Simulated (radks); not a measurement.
Problem. All-electron atom: Tm II in [Xe] 4f13 7s1 (not the ground configuration). Method: Dirac Kohn-Sham, XLYP, spin-unpolarised, spherical densities, point nucleus; open shells are shared between the two j in proportion to 2j + 1; computed with a radial shooting solver on a logarithmic mesh with Libxc functionals.

Spin-orbit splittings of the eigenvalues, e(l+1/2) - e(l-1/2), with zeta = 2 splitting/(2l+1) and mean radii in bohr:

shell  occ.  splitting (eV)  zeta (eV)  <r> j=l-1/2  <r> j=l+1/2
2p        6           980.7      653.8      0.07007      0.07746
3p        6           207.1      138.0       0.2103       0.2241
3d       10           45.25      18.10       0.1973       0.2016
4p        6           46.76      31.17       0.5062       0.5382
4d       10           8.503      3.401       0.5652       0.5766
4f       13               ?          ?       0.7914       0.8121
5p        6           5.751      3.834        1.389        1.502

Estimate the 4f splitting.

Solution. 1.199 eV (zeta = 0.3425 eV).
